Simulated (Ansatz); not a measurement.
C3H7FGe can be A, `C=C[CH2][GeH2][F]`, or B, `C=[C](F)[GeH2][CH3]`.

Calculated with Ansatz (gas phase, PBE0-D4/def2-TZVP geometries, no zero-point term in ΔE). CCSD(T)/CBS adds triple-zeta CCSD(T) − MP2 to the extrapolated MP2 energy (def2 sets, frozen cores). Functionals use def2-TZVPP. For Ge outer-core shells are correlated without core-valence functions, which leaves a few kJ/mol of doubt a bond. Scalar relativity is left out up to krypton. One conformer a species, not always the lowest.

Question: Which isomer does CCSD(T)/CBS put lower? Give the gap. (Best estimate.)

Answer: The calculation gave: A, by 27.7 kcal/mol.

Question: Give E(B) − E(A) in kcal/mol with B2PLYP, CCSD(T)/def2-TZVPP, CCSD/def2-TZVPP, MP2/def2-TZVPP, r2SCAN-D4, ωB97M-V, PBE0-D4. (Estimate.)

Answer: Computed: B2PLYP 27.6, CCSD(T)/def2-TZVPP 26.9, CCSD/def2-TZVPP 27.4, MP2/def2-TZVPP 28.8, r2SCAN-D4 25.9, ωB97M-V 26.2, PBE0-D4 25.8. None reverses the order clearly.

Largest T1 diagnostic: 0.012.

In def2-TZVPP, CCSD(T) changes the Hartree–Fock value by −3.2 kcal/mol (the triples alone add −0.5 kcal/mol) and MP2 by −1.3 kcal/mol. From PBE to PBE0 (25 % exact exchange), in def2-TZVPP and without D4, E(B) − E(A) moves by +1.3 kcal/mol.
